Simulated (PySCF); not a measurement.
Pivaloyl chloride, C5H9ClO.
InChI=1S/C5H9ClO/c1-5(2,3)4(6)7/h1-3H3

Level of theory: PySCF 2.14.0, PBE0-D3(BJ)/def2-SVP geometry optimisation, gas phase.

Take the most abundant isotopes and a rigid rotor. 

(1) What are A, B and C (MHz)?

(2) Classify the top.

(3) What does the inertial defect say?

(4) Which lines would a microwave search look for?

Answers

(1) Ia = 169.17, Ib = 293.33, Ic = 351.26 u·Å²; 505379 MHz·u·Å²/I gives A = 2987, B = 1723, C = 1439 MHz.

(2) An asymmetric top: κ = (2 × 1723 − 2987 − 1439)/(2987 − 1439) = -0.63.

(3) Not planar: Δ = Ic − Ia − Ib = -111.23 u·Å². For a rigid frame Δ = −2 Σ m c², so Σ m c² = 55.62 u·Å² lies off the ab plane: 17.65 from hydrogen and 37.97 from heavier atoms. The atom farthest from that plane is 2.18 Å away.

(4) The dipole components are |μa| = 2.21 D, |μb| = 1.69 D, |μc| = 0.01 D. The squared components, which scale the intensities, stand as 1.00 : 0.58 : 0.00 (a : b : c). Some lines, for components of 0.1 D or more:

| type | branch | J(Ka,Kc) | MHz | lower level (cm⁻¹) |
| --- | --- | --- | --- | --- |
| a | Q | 5(2,3) ← 5(2,4) | 1247 | 1.765 |
| a | Q | 5(1,4) ← 5(1,5) | 4153 | 1.549 |
| b | R | 4(2,2) ← 3(3,1) | 6142 | 1.056 |
| b | Q | 3(3,0) ← 3(2,1) | 6854 | 0.827 |
| a | R | 3(0,3) ← 2(0,2) | 9320 | 0.315 |
| b | Q | 5(4,1) ← 5(3,2) | 9659 | 2.015 |
| b | R | 5(2,3) ← 4(3,2) | 9795 | 1.480 |
| a | R | 4(2,2) ← 3(2,1) | 12992 | 0.827 |
| b | R | 3(2,2) ← 2(1,1) | 13278 | 0.378 |
| a | R | 5(2,3) ← 4(2,2) | 16374 | 1.261 |

Stationary, but not proved a minimum. No vibrational averaging or centrifugal distortion is included, and the geometry carries the error of its method. A rigid rotor knows nothing of internal rotation, which can split or shift real lines. Quadrupole hyperfine structure (35Cl) is left out.

Hardware: an Arm Neoverse V1 with one thread, no GPU, shared host with 32 logical CPUs at a one-minute load of 12. Cost: 85 s of wall time, 0.62 GiB resident at most. That covers the optimisation of the geometry.

Conformer computed: `[CH3:1][C:2]([CH3:3])([CH3:4])[C:5](=[O:6])[Cl:7]`: C1–C2–C5–O6 2°.
